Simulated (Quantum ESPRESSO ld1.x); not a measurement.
Species: the zirconium ion Zr4+. Configuration: [Kr]. Calculated with ld1.x of Quantum ESPRESSO 7.5: Dirac Kohn-Sham, LDA (Slater exchange, VWN5 correlation), spin-unpolarised, spherical densities, point nucleus.

X-ray form factor f0, the Fourier transform of the density (f0(0) = 36):

sin(theta)/lambda (1/angstrom)  f0 (electrons)
0.05                                    35.642
0.1                                     34.622
0.15                                    33.080
0.2                                     31.210
0.25                                    29.205
0.3                                     27.225
0.4                                     23.706
0.5                                     20.911
0.6                                     18.660
0.8                                     14.956
1                                       11.877
1.25                                     9.029
1.5                                      7.262
2                                        5.565
